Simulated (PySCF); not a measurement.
From computed data to an observable: chemical shift, span and skew from a shielding tensor

CH₇AlO₂Si, SMILES C[SiH2][Al]([OH])[OH]. Atoms are numbered in the order given.

```xyz
12

Si    -0.7486     1.3295     0.0000
C      0.6846     2.5613     0.0000
Al     0.0335    -0.9692     0.0000
O      1.7196    -1.2229     0.0000
O     -1.0979    -2.2418     0.0000
H     -1.6198     1.5685    -1.1989
H     -1.6198     1.5685     1.1989
H      1.3177     2.4173     0.8884
H      0.3161     3.5984     0.0000
H      1.3177     2.4173    -0.8884
H      2.2116    -2.0444     0.0000
H     -0.9603    -3.1891     0.0000
```

Geometry optimised at PBE0-D3(BJ)/def2-SVP. The structure was generated by enumeration; whether it is a known compound was not checked. Other conformers were not sampled.

GIAO shieldings from PBE0/pcSseg-1 (PySCF), non-relativistic, no solvent. The symmetric part of the tensor of Si1 has the principal values 411.3, 419.6, 513.1 ppm. The same nucleus in TMS has σ = 352.7 ppm at this level (PySCF, at its B3LYP-D3(BJ)/def2-TZVP geometry).

Task: Work out the isotropic shielding, the ²⁹Si shift against TMS, the span and the skew.

Result: 
σ(iso) = (σ11 + σ22 + σ33)/3 = 448.0 ppm. δ = σ(ref) − σ(iso) = 352.7 − (448.0) = -95.3 ppm.
Span Ω = σ33 − σ11 = 101.8 ppm. Skew κ = 3(σ(iso) − σ22)/Ω = 0.84. Tumbling in solution averages the tensor to δ; in a static solid the shielding alone would spread this spin-1/2 line over Ω.
